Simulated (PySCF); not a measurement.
Compound: Mo(CtBu)(OH)3, C₅H₁₂MoO₃ (singlet state).
Structure used (PBE0-D3(BJ)/def2-SVP), in Å, numbered top down from 1:
```xyz
21
C5H12MoO3 angstrom
Mo    -0.048    0.073   -2.203
C     -0.023    0.009   -0.494
C      0.009   -0.004    0.990
C      0.858   -1.193    1.461
C      0.633    1.313    1.471
C     -1.427   -0.134    1.515
H      0.428   -2.146    1.116
H      0.901   -1.216    2.561
H      1.885   -1.119    1.074
H      0.678    1.332    2.572
H      0.037    2.174    1.133
H      1.654    1.430    1.078
H     -1.889   -1.071    1.170
H     -2.050    0.701    1.162
H     -1.430   -0.131    2.617
O      1.666    0.819   -2.574
H      1.863    0.871   -3.520
O     -1.562    1.188   -2.518
H     -1.780    1.279   -3.457
O     -0.259   -1.693   -2.827
H     -0.332   -2.466   -2.257
```

The calculation used PySCF, PBE0-D3(BJ)/def2-SVP geometry optimisation, gas phase, def2 core potentials past Kr.

Take the most abundant isotopes and a rigid rotor. The values belong to one conformer.

(1) What are A, B and C (cm⁻¹)?

(2) Classify the top.

(3) What does the inertial defect say?

(4) Give the other two planar moments, Paa and Pbb, and the rms extents of the mass along the axes.

(5) List the rotational levels J(Ka,Kc) to J = 5 (K).

(6) Predict some low-J microwave lines.

(7) Estimate the classical rotational partition function at 10 K, 100 K and 298.15 K.

Results:

(1) Ia = 290.11, Ib = 751.12, Ic = 755.08 u·Å²; 505379 MHz·u·Å²/I gives 1742, 672.8 and 669.3 MHz, that is A = 0.05811, B = 0.02244, C = 0.02233 cm⁻¹.

(2) A near-prolate asymmetric top. Ray's parameter κ = (2B − A − C)/(A − C) = -0.993; −1 is the prolate and +1 the oblate limit.

(3) Not planar: Δ = Ic − Ia − Ib = -286.15 u·Å². For a rigid frame Δ = −2 Σ m c², so Σ m c² = 143.08 u·Å² lies off the ab plane: 26.21 from hydrogen and 116.87 from heavier atoms. The atom farthest from that plane is 2.55 Å away.

(4) Paa = Σ m a² = (Ib + Ic − Ia)/2 = 608.05 and Pbb = Σ m b² = (Ia + Ic − Ib)/2 = 147.04 u·Å². With the mass M = 217.98 u, the rms extents √(P/M) along a, b and c are 1.67, 0.82, 0.81 Å.

(5) Above 0(0,0), as E/k:
J = 1: 1(0,1) 0.064, 1(1,1) 0.116, 1(1,0) 0.116
J = 2: 2(0,2) 0.193, 2(1,2) 0.244, 2(1,1) 0.245, 2(2,1) 0.399, 2(2,0) 0.399
J = 3: 3(0,3) 0.386, 3(1,3) 0.437, 3(1,2) 0.438, 3(2,2) 0.592, 3(2,1) 0.592, 3(3,1) 0.849, 3(3,0) 0.849
J = 4: 4(0,4) 0.644, 4(1,4) 0.695, 4(1,3) 0.696, 4(2,3) 0.850, 4(2,2) 0.850, 4(3,2) 1.107, 4(3,1) 1.107, 4(4,1) 1.466, 4(4,0) 1.466
J = 5: 5(0,5) 0.966, 5(1,5) 1.016, 5(1,4) 1.019, 5(2,4) 1.172, 5(2,3) 1.172, 5(3,3) 1.429, 5(3,2) 1.429, 5(4,2) 1.789, 5(4,1) 1.789, 5(5,1) 2.251, 5(5,0) 2.251
Those of J = 1 are B + C, A + C and A + B.

(6) The dipole components are |μa| = 0.89 D, |μb| = 0.04 D, |μc| = 1.08 D. Intensities carry the squares of the components, which stand as 0.68 : 0.00 : 1.00 (a : b : c). Some lines, for components of 0.1 D or more:

| type | branch | J(Ka,Kc) | MHz | lower level (cm⁻¹) |
| --- | --- | --- | --- | --- |
| c | Q | 1(1,1) ← 1(0,1) | 1069 | 0.045 |
| a | R | 1(0,1) ← 0(0,0) | 1342 | 0.000 |
| c | R | 1(1,0) ← 0(0,0) | 2415 | 0.000 |
| a | R | 2(1,2) ← 1(1,1) | 2681 | 0.080 |
| a | R | 2(0,2) ← 1(0,1) | 2684 | 0.045 |
| a | R | 2(1,1) ← 1(1,0) | 2688 | 0.081 |
| c | Q | 2(2,1) ← 2(1,1) | 3208 | 0.170 |
| a | R | 3(0,3) ← 2(0,2) | 4026 | 0.134 |
| c | R | 3(1,2) ← 2(0,2) | 5108 | 0.134 |
| c | Q | 4(3,2) ← 4(2,2) | 5355 | 0.591 |
| a | R | 4(1,4) ← 3(1,3) | 5361 | 0.304 |
| a | R | 4(3,1) ← 3(3,0) | 5369 | 0.590 |
| a | R | 4(2,2) ← 3(2,1) | 5369 | 0.412 |
| c | R | 4(1,3) ← 3(0,3) | 6457 | 0.269 |
| c | R | 3(2,1) ← 2(1,1) | 7234 | 0.170 |
| c | R | 3(2,2) ← 2(1,2) | 7245 | 0.170 |
| c | R | 4(2,3) ← 3(1,3) | 8592 | 0.304 |
| c | R | 4(3,2) ← 3(2,2) | 10723 | 0.412 |

(7) Point group C1, symmetry number σ = 1; q = (√π/σ)·√((kT/h)³/(ABC)), k/h = 20836.6 MHz/K: 6020 at 10 K, 190000 at 100 K, 980000 at 298.15 K.

Not checked by PBE0-D3(BJ)/def2-SVP frequencies. These are rigid-rotor constants of the computed structure; measured ground-state constants (B0) also hold zero-point vibration. A rigid rotor knows nothing of internal rotation, which can split or shift real lines.
